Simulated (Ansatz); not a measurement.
Molecule: S$_{2}$O, charge 0, multiplicity 1. 
Coordinates optimised at B3LYP-D3(BJ)/def2-TZVP (Ansatz, an electronic-structure program):
```xyz
3

S     -1.2713    -0.2700    -0.0085
S      0.6249    -0.2533     0.0083
O      1.2928     1.0466     0.0004
```

Wanted: vertical triplet-singlet gap (E(triplet) - E(singlet); each state is the SCF solution reached for its spin; for the singlet the Hartree-Fock reference is unstable and T1 is 0.022), in kJ/mol. Valence correlation only, unless marked. Open shells are spin-unrestricted. No spin-orbit coupling. No relativistic terms. CBS(X,Y): correlation extrapolated as X^-3; Hartree-Fock from the larger set. The bracket is a focal-point correction in the basis named.

```tsv
level	program	vertical triplet-singlet gap (kJ/mol)
HF/aug-cc-pV(Q+d)Z	Ansatz	78.3
SVWN5/def2-TZVPD	Ansatz	197.8
PBE/def2-TZVPD	Ansatz	186.7
r2SCAN/def2-TZVPD	Ansatz	173.1
B3LYP/def2-TZVPD	Ansatz	178.5
PBE0/def2-TZVPD	Ansatz	172.0
wB97M-V/def2-TZVPD	Ansatz	189.9
MP2/aug-cc-pV(T+d)Z	Ansatz	239.0
RI-MP2/aug-cc-pV(T+d)Z	Ansatz	293.6
RI-MP2/CBS(aug-cc-pV(T+d)Z,aug-cc-pV(Q+d)Z)+[CCSD(T)-MP2]/aug-cc-pV(T+d)Z	Ansatz	262.8
```
